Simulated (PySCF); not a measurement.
**Computed structure and properties of [TlBr2]+**

System: [TlBr2]+ (singlet); start: template (C2v). Method: PySCF 2.14.0, RKS BP86, Tl def2-SVP with ECP60, Br def2-SVP; non-relativistic Hamiltonian with scalar-relativistic core potentials where named; density fitting; no spin-orbit coupling.

Input of the relaxation:

```python
mol = gto.M(atom='''
Tl     0.00000     0.00000    -0.45448
Br     2.33440    -0.00000     0.59022
Br    -2.33440     0.00000     0.59022''',
    basis={'Tl': 'def2-SVP', 'Br': 'def2-SVP'},
    ecp={'Tl': 'def2-SVP'},
    charge=1, spin=0)
mf = dft.RKS(mol, xc='B88,P86')
mf.grids.atom_grid = (50, 194)
mf = mf.density_fit()  # fitting sets: Tl def2-universal-JKFIT, Br def2-universal-JKFIT
mf.conv_tol = 1e-08; mf.max_cycle = 55
mf.kernel(dm0)  # dm0: converged density of the start geometry
# quasi-Newton relaxation in Cartesian coordinates to a largest gradient under 0.00045 Eh/bohr, steps kept in the point group
```

Run from Python with OMP_NUM_THREADS=2; the lines above give its settings. Where DIIS fails, smearing, a level shift and second-order steps follow.
It took 15 s on 2 threads of Arm Neoverse V2 (shared host), from the converged density of the start.

Course of the relaxation:

| step | energy above end (eV) | largest force component within the symmetry (eV/Å) |
| --- | --- | --- |
| 0 | 0.5090 | 1.129 |
| 1 | 0.3163 | 0.842 |
| 2 | 0.1110 | 0.544 |
| 3 | 0.0182 | 0.368 |
| 4 | 0.0012 | 0.053 |
| 5 | 0.0001 | 0.016 |
| 6 | 0.0000 | 0.002 |

Relaxed geometry (D∞h):

```xyz
3

Tl    0.0000    0.0000    0.2406
Br    2.4665    0.0000    0.2427
Br   -2.4665    0.0000    0.2427
```

```csv
contact,Å
Tl1–Br2 (Br),2.466
Tl1–Br3 (Br),2.466
```

On the finer grid (75, 302):

The HOMO is -12.93 eV, the LUMO is -10.80 eV and the dipole about the centre of mass is 0.00 D. The set of Mulliken populations of Tl1 outside the core potential is s 3.47, p 6.74, d 10.08 and the D3(BJ) dispersion energy (not in the energies) is -0.180 eV.

```tsv
atom	Mulliken (e)	Löwdin (e)	spin (e)
Tl1	0.71	0.41	0.00
Br2	0.14	0.30	0.00
Br3	0.14	0.30	0.00
```

On the grid (50, 194), as all that follows. Harmonic modes: a minimum within the noise of the softest modes; lowest 46 cm⁻¹ (negative: unstable), highest 280 cm⁻¹, zero-point energy 0.035 eV.

Taking off one Br (charge -1, singlet; the rest: singlet) in vacuum, both parts rigid, costs 20.37 eV; the small basis without counterpoise inflates it. Most of it is the attraction of opposite charges; other ways to part are cheaper, and one spin state was tried for the rest.

Rigid scan of Br along the line from its metal:

```csv
distance to Br2 (Å),energy (eV)
2.17,0.864
2.27,0.327
2.37,0.068
2.47,0.000
2.57,0.053
2.67,0.188
2.87,0.570
3.17,1.198
```

One start shape was tried, so this needn't be the lowest isomer.
